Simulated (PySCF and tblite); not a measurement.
The numbers below are computed, except where a source is named.
C7H10Si, numbered as in [CH2:1]=[CH:2][C:3]1=[CH:4][CH2:5][CH:6]=[C:7]1[SiH3:8].

Geometries GFN2-xTB; weights from PBE0-D3(BJ)/pcSseg-1 energies and GFN2-xTB thermal corrections, with symmetry numbers and mirror pairs. Conformers within 2.5 kcal/mol (GFN2-xTB free energy) were kept, 3 at most. GIAO shieldings: PBE0/pcSseg-1. Shifts are against TMS (¹H), TMS (¹³C), TMS (²⁹Si) at the same level; of two unlike H on one atom, a is the less shielded. Programs: PySCF with density fitting and tblite.

Predict the averaged NMR shifts at 298.15 K.

¹H: 7.14 (H6, 1H), 6.99 (H2, 1H), 6.65 (H4, 1H), 5.88 (H1a, 1H), 5.59 (H1b, 1H), 4.55 (H8, 3H), 3.20 (H5, 2H) ppm. ¹³C: 158.9 (C6), 155.3 (C3), 142.2 (C4), 142.1 (C7), 140.8 (C2), 121.1 (C1), 47.2 (C5) ppm. ²⁹Si: -80.3 (Si8) ppm.

How do the conformers differ?

Torsions listed: C1–C2–C3–C4. The 5-ring runs over atoms 3–4–5–6–7. Of a mirror pair one member is shown.
```csv
conformer,shape,weight %
1,5-ring flat; 165°,89.0
2,5-ring flat; 0°,10.9
```

```
signal      1      2  average
   H1a   5.84   6.24     5.88
   H1b   5.59   5.62     5.59
    H2   7.01   6.81     6.99
    H4   6.60   7.09     6.65
    H5   3.19   3.28     3.20
    H6   7.15   7.09     7.14
    H8   4.57   4.38     4.55
    C1  121.0  121.6    121.1
    C2  141.1  138.2    140.8
    C3  155.5  153.3    155.3
    C4  143.3  133.9    142.2
    C5   47.1   48.0     47.2
    C6  159.2  156.8    158.9
    C7  141.7  145.1    142.1
   Si8  -79.8  -84.2    -80.3
```

Which signal moves most, for its nucleus, between 250 and 350 K through the change of populations alone?

C4: 142.6 ppm at 250 K, 142.2 ppm at 298.15 K, 142.0 ppm at 350 K.

Unscaled ²⁹Si shifts at such levels can be off by tens of ppm; differences between conformers or isomers are more reliable. Shifts are unscaled: against experiment ¹³C can be off by 15 ppm or more and ¹H by 0.8 ppm.
